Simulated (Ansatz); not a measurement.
The cluster Ge2Se3⁻. Total charge -1; doublet. Geometry r2SCAN-D4/def2-SVPD; atoms count from 1.

Cartesian coordinates in Å:
```
Ge -2.067 -0.477 -0.934
Ge 0.636 0.541 0.703
Se 2.836 0.096 0.692
Se -0.954 -1.354 0.979
Se -0.451 1.195 -1.439
```

Another isomer (doublet) lies 0.39 eV lower at PBE0-D4/def2-TZVPD; other spin states weren't run for this one.

**Question.** Estimate the Mulliken populations from the PBE0/def2-TZVPD orbitals of Ansatz.

**Answer.** 
```csv
atom,charge (e),spin (α − β)
Ge1,0.12,0.08
Ge2,0.38,0.40
Se3,-0.65,0.31
Se4,-0.43,0.11
Se5,-0.43,0.11
```
Mulliken values and Mayer orders depend strongly on the basis. With diffuse functions, as here, like atoms can get unlike values, and bond orders can come out too low or too high.

**Question.** Where does the spin sit?

**Answer.** Summed by element: Ge 0.47, Se 0.53, of 1 unpaired in all. Largest on single atoms: Ge2 0.40, Se3 0.31, Se4 0.11.

**Question.** And the Mayer bond orders between bonded heavy atoms (over 0.3)?

**Answer.** Ge1–Se4 1.14 (2.38 Å); Ge1–Se5 1.14 (2.38 Å); Ge2–Se3 1.52 (2.25 Å); Ge2–Se4 0.74 (2.49 Å); Ge2–Se5 0.74 (2.49 Å).
